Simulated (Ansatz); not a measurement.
Correlation energies of CH4FNSi (`F[SiH]1CN1`) by basis set

Z-matrix (Å, degrees):
```
Si
C 1 1.818
N 1 1.674 2 51.1
F 1 1.594 2 118.8 3 109.6
H 1 1.471 2 129.4 3 -99.7
H 2 1.091 1 116.4 3 -106.3
H 2 1.088 1 126.3 3 99.7
H 3 1.005 1 139.6 2 114.0
```

Charge 0, multiplicity 1. The geometry is a stationary point of PBE0-D4/def2-TZVP. Frozen core, restricted reference, Ansatz. CBS rows extrapolate triple and quadruple zeta; past MP2 they add the triple-zeta difference.

```tsv
basis	HF (Eh)	MP2 corr.	CCSD corr.	(T)	CCSD(T) total
def2-SVP	-482.78670	-0.58298	-0.61412	-0.01577	-483.41659
def2-TZVPP	-483.14089	-0.74305	-0.76639	-0.02856	-483.93584
def2-QZVPP	-483.15978	?	–	–	–
CBS(def2)	?	?	?	as TZ	?
```

Q: Fill in the withheld values. (Estimate.)

A: Ansatz gave: def2-QZVPP MP2 corr.: -0.80242; CBS(def2) HF (Eh): -483.16238; CBS(def2) MP2 corr.: -0.84640; CBS(def2) CCSD corr.: -0.86973; CBS(def2) CCSD(T) total: -484.06067.
